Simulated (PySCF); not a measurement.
# Löwdin shares of the frontier orbitals

Compound: Ge2H8SSi.
Numbering: `[SiH3:1][GeH2:2][GeH2:3][SH:4]` (hydrogens: H5, H6, H7 on Si1; H8, H9 on Ge2; H10, H11 on Ge3; H12 on S4)

Cartesian coordinates in Å at the PBE0-D3(BJ)/def2-SVP level; atoms count from 1:
```xyz
12
Ge2H8SSi angstrom
Si     2.4027   -0.0277   -0.0275
Ge     0.1850    0.7780   -0.4260
Ge    -1.4602   -0.8451    0.2979
S     -3.5239   -0.1736   -0.2484
H      2.3378   -1.4210    0.5119
H      3.1022    0.8374    0.9699
H      3.1858   -0.0449   -1.2999
H     -0.0396    1.0665   -1.9222
H     -0.0604    2.0932    0.3417
H     -1.2957   -2.1815   -0.4475
H     -1.3610   -1.1060    1.8162
H     -3.4370    0.9952    0.4239
```

Theory: PySCF 2.14.0, density-fitted response routines, TDDFT wB97X-D/def2-SVPD, vertical, gas phase, core orbitals frozen in the response. The wB97X-D/def2-SVPD calculation is non-relativistic and has no spin–orbit coupling, an omission that weighs most on germanium.

Frontier orbitals with the atoms that hold most of them (Löwdin shares over 4%, at most four atoms; ? is withheld):

| orbital | ε (eV) | atoms |
| --- | --- | --- |
| HOMO-3 | -11.27 | Ge2 23%, Ge3 14%, H8 13%, H9 12% |
| HOMO-2 | -10.60 | Ge2 33%, Si1 15%, Ge3 14%, H9 10% |
| HOMO-1 | -10.03 | S4 37%, Ge2 18%, Si1 15%, Ge3 15% |
| HOMO | -8.85 | ? |
| LUMO | ? | ? |
| LUMO+1 | 1.30 | Ge3 21%, S4 19%, Ge2 17%, Si1 12% |
| LUMO+2 | 1.47 | Ge2 30%, Si1 17%, Ge3 10%, H9 9% |

Problem. Give the leading atoms of the LUMO.

Solution. S4 (bonded to Ge and H) 25%; Ge3 (bonded to Ge, S and 2 H) 19%; Ge2 (bonded to Ge, Si and 2 H) 18%; Si1 (bonded to Ge and 3 H) 16%. By element: germanium 37%, sulfur 25%, silicon 16%.

Problem. Give the leading atoms of the HOMO.

Solution. S4 (bonded to Ge and H) 58%; Ge3 (bonded to Ge, S and 2 H) 13%; Ge2 (bonded to Ge, Si and 2 H) 12%; Si1 (bonded to Ge and 3 H) 5%. By element: sulfur 58%, germanium 25%, silicon 5%.

Problem. What is the LUMO energy, and the HOMO–LUMO gap?

Solution. ε(LUMO) = 0.83 eV; the gap is 9.68 eV (0.3559 hartree).

Problem. How does S1 compare with the orbital gap of 9.68 eV?

Solution. S1 is at 5.40 eV (f = 0.090), 4.28 eV below the gap, made of HOMO→LUMO (82%). Without the coupling terms of the response equations the lowest excitation would equal the gap.

Problem. One configuration dominates each of S1 and S2. Which, and how do the shares of the two leading atoms of either orbital change from the occupied to the empty one?

Solution. 
- S1 (5.40 eV, f 0.090), HOMO→LUMO (82%): S4 58% → 25%, Ge3 13% → 19%
- S2 (5.87 eV, f 0.0047), HOMO→LUMO+1 (72%): S4 58% → 19%, Ge3 13% → 21%

One conformer stands for the species.
